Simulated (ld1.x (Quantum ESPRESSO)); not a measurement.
# Before and after: TM semilocal potential for argon

ld1.x (Quantum ESPRESSO) 7.5 input, shortened:

```
&input
   title='Ar', zed=18., rel=0, dft='PZ', iswitch=3,
   config='[Ne] 3s2 3p4'
 /
 &inputp
   pseudotype=1, tm=.true., lloc=1,
   nlcc=.false.
 /
2
3S  1  0   2.00   0.00  0.90  0.90  0.0
3P  2  1   4.00   0.00  1.00  1.00  0.0
 &test
   configts(1)='3s2 3p4'
 /
```

Change: wave 3p (bound): rc 1.00 bohr becomes 3p (bound): rc 1.30 bohr.

Cutoffs: the cutoffs (Ry, on a coarse ladder) from which the occupation-weighted sum of valence levels, in a spherical-Bessel basis at the reference potential, stays within 10 and 1 mRy of its value at 400 Ry; they do not see the model core or the augmentation charge, which bear on the density cutoff. Errors are all-electron minus pseudo energies relative to the spin-unpolarised reference configuration.

Q: What does the change do?

A: The potential gets neither clearly harder nor softer (180 Ry and 300 Ry → 160 Ry and 300 Ry); the s channel sets the loose cutoff, while the largest relative change is in p, which becomes softer; of the 8 tests that both files solve, the error grows in 1 and shrinks in 0 by more than 15 % and 0.3 meV (median size 35.3 → 35.5 meV); neither file shows a bound ghost. A semilocal file is local in each channel, so a ghost entry of none says nothing of the separable form that plane-wave codes build from it.

| quantity | base | changed |
| --- | --- | --- |
| cutoff, loose | 180 Ry | 160 Ry |
| cutoff, tight | 300 Ry | 300 Ry |
| loose cutoff by channel (10 mRy a level) | s 100 Ry, p 80 Ry | s 100 Ry, p 18 Ry |
| bound ghosts | none | none |
| error for 3s2 3p6, meV [ΔE -44.92 eV] | +44 | +41 |
| error for 3s2 3p5, meV [ΔE -28.75 eV] | +16 | +15 |
| error for 3s2 3p3, meV [ΔE 42.66 eV] | +31 | +31 |
| error for 3s2 3p5.5, meV [ΔE -38.31 eV] | +30 | +28 |
| error for 3s2 3p2, meV [ΔE 100.37 eV] | +164 | +171 |
| error for 3s1 3p6, meV [ΔE -14.54 eV] | +23 | +28 |
| error for 3s2 3p4 (spin-polarised), meV [ΔE -1.04 eV] | +119 | +124 |
| error for 3s2 3p5 (spin-polarised), meV [ΔE -28.97 eV] | +39 | +40 |
